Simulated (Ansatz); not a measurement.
The same path of CH6AlFGeO (11 atoms, charge 0, multiplicity 1) was run twice with different band settings. Lost on the way: Ge3–H9. Made: O2–H9, F4–Al5.

All numbers below come from RKS PBE-D4/def2-SVP (Ansatz 0.2.0).

Relaxed end points:

```xyz
11
Properties=species:S:1:pos:R:3
C -0.642 0.677 1.875
O 0.218 0.224 0.844
Ge -0.434 -0.195 -0.786
F -1.380 -1.691 -0.607
Al 1.697 -0.685 -1.991
H -1.378 1.438 1.518
H -0.025 1.147 2.669
H -1.214 -0.161 2.333
H -1.519 0.876 -1.145
H 2.134 0.181 -3.266
H 2.607 -1.869 -1.423
```

```xyz
11
Properties=species:S:1:pos:R:3
C -0.668 0.539 1.551
O -0.677 0.833 0.141
Ge -1.477 -0.625 -1.173
F 0.220 -1.719 -0.486
Al 0.943 -0.641 -1.825
H -0.255 1.407 2.103
H -0.071 -0.371 1.764
H -1.716 0.369 1.859
H 0.287 0.928 -0.199
H 1.957 -1.419 -2.787
H 1.523 0.643 -0.927
```

Common settings: movable images 7; climbing image yes; spring 5.0 eV/Å²; optimiser quadratic models (default); start path through a guess of the saddle point; iteration limit 60; end points relaxed.

| run | force threshold |
| --- | --- |
| 1 | 0.05 eV/Å |
| 2 | 0.5 eV/Å |

Problem. What does each run give, and how far can it be trusted?

Solution. Run 1: converged after 44 iterations, highest image 1.221 eV above the first end. The profile has 3 maxima (images 1, 3, 5) with wells between them (images 2, 4): this band takes more than one step, which may be the mechanism or a detour left from its start path. A vibrational analysis at the climbing image gives one clearly imaginary mode, 1260i cm⁻¹: a first-order saddle point.
Run 2: converged after 14 iterations, highest image 2.118 eV above the first end. The threshold of 0.5 eV/Å is loose, so the images may lie well off the minimum-energy path. Neighbouring images differ by up to 2.1 eV, so the band resolves the path poorly. The order of the stationary point at the top wasn't checked. Another band between the same ends, with other settings, climbed to 1.22 eV only, so this may not be the lowest route.
The orbitals stay closed-shell, which can raise the energy where a bond breaks towards radicals; this wasn't checked here.
